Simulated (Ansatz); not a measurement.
Input file for Ansatz (a quantum-chemistry and plane-wave program): U-CCSD(T)/cc-pVQZ on C2H5 (SMILES [CH2]C).

Ansatz 0.2 input:
```yaml
crystal:
  periodic: [false, false, false]
  atoms:
    - {symbol: C, position_ang: [-0.61308317, 0.09343249, 0.00833871]}
    - {symbol: C, position_ang: [0.85245481, -0.12124718, -0.06631657]}
    - {symbol: H, position_ang: [-1.16183816, -0.63260962, -0.59617548]}
    - {symbol: H, position_ang: [-0.89459334, 1.09625623, -0.32151519]}
    - {symbol: H, position_ang: [-0.99054474, -0.01169287, 1.03733135]}
    - {symbol: H, position_ang: [1.26416596, -1.11513356, -0.17420206]}
    - {symbol: H, position_ang: [1.54333865, 0.69089451, 0.11273924]}
basis:
  gaussian:
    orbitals: cc-pVQZ
magnetization: {spin_polarized: true, initial_magnetization: 1}
correlation: {method: ccsd_t, electrons: outside_noble_gas}
scf: {omitted_lower_state_checks: [cluster_reference]}
```

It printed:

```
WARN ansatz: RAYON_NUM_THREADS=4 ignored (pool sized by the plan → 4); use --threads N
Functional definition: HF
these checks for a lower state are left out or cut short: cluster_reference
integrals: 2.98 GiB planned
1484 factors; integrals over basis functions are off by at most 9.9e-4 eV
mean field: 1.04 GiB planned
mean field evaluation 1: about -2137.7373 eV, gradient 1.8e1 eV
mean field evaluation 2: about -2137.7376 eV, gradient 1.8e1 eV
mean field evaluation 4: about -2139.6650 eV, gradient 2.1e0 eV
mean field evaluation 8: about -2139.7144 eV, gradient 8.7e-4 eV
mean field -2139.71441853 eV, -78.6330545305 hartree, gradient 2.2e-6 eV, S^2 0.763480; 0 other end points of the search recorded, 0 dependent functions left out
2 core orbitals not correlated
reference -2139.71441853 eV, -78.6330545305 hartree; 7, 6 occupied and 251, 252 virtual orbitals, 1484 factors
second order -9.56580449 eV of doubles, -0.00000000 eV of singles
coupled cluster: 4.33 GiB planned
cycle   1  -10.03682133 eV  change   -4.7e-1 eV  update   5.8e-2
cycle   2  -10.28829660 eV  change   -2.5e-1 eV  update   1.9e-2
cycle   3  -10.32445274 eV  change   -3.6e-2 eV  update   8.1e-3
cycle   4  -10.32251302 eV  change    1.9e-3 eV  update   2.9e-3
cycle   5  -10.32318511 eV  change   -6.7e-4 eV  update   1.1e-3
cycle   6  -10.32313417 eV  change    5.1e-5 eV  update   3.3e-4
cycle   7  -10.32313834 eV  change   -4.2e-6 eV  update   1.2e-4
cycle   8  -10.32316954 eV  change   -3.1e-5 eV  update   3.9e-5
cycle   9  -10.32316132 eV  change    8.2e-6 eV  update   1.4e-5
perturbative correction -0.36098943 eV, -0.0132661168 hartree
Total energy: -2150.39856928 eV, -79.0256898285 hartree
Checks for a lower state left out: cluster_reference
```

The calculation finished and met its thresholds.

Cost: around 40 core-minutes (rough).
